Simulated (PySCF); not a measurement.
A small calculation by hand: dipole moment from atomic charges

Sb(TeH)3 (H3SbTe3), SMILES [Sb]([TeH])([TeH])[TeH]. Atoms are numbered in the order given.

```xyz
7

Sb     0.2540    -0.0225     1.0594
Te    -2.2013    -0.7400    -0.0928
H     -2.5705    -1.7246     1.2246
Te     0.0837     2.4263    -0.3469
H      1.7623     2.5693    -0.3294
Te     1.8227    -1.6545    -0.6227
H      3.1913    -1.3511     0.3175
```
Charge 0, spin multiplicity 1.

The structure is a stationary point at PBE-D3(BJ)/def2-SVP. The structure was generated by enumeration; whether it is a known compound was not checked. The def2 effective core potentials stand for the cores of Sb, Te; spin–orbit coupling is left out.

Charges (e) from B3LYP/def2-TZVP run with PySCF:

```csv
atom,Mulliken,ESP fit
Sb1,0.296,0.101
Te2,-0.134,-0.013
H3,0.041,0.044
Te4,-0.143,-0.122
H5,0.040,0.069
Te6,-0.130,-0.170
H7,0.032,0.091
```

The dipole moment of the full density is 1.17 D.

Q: What dipole moment does each set of point charges give, and which comes closer to that of the density?

A: 
μ = Σ q r, and 1 e Å = 4.8032 D.
Mulliken: Σ q r = (0.188, -0.051, 0.504) e Å, |μ| = 2.59 D.
ESP fit: Σ q r = (0.033, -0.029, 0.316) e Å, |μ| = 1.53 D.
ESP fit comes closer in size. Point charges leave out the atoms' own dipoles (lone pairs, polarised bonds); fits to the potential absorb them, partitions of the density don't.
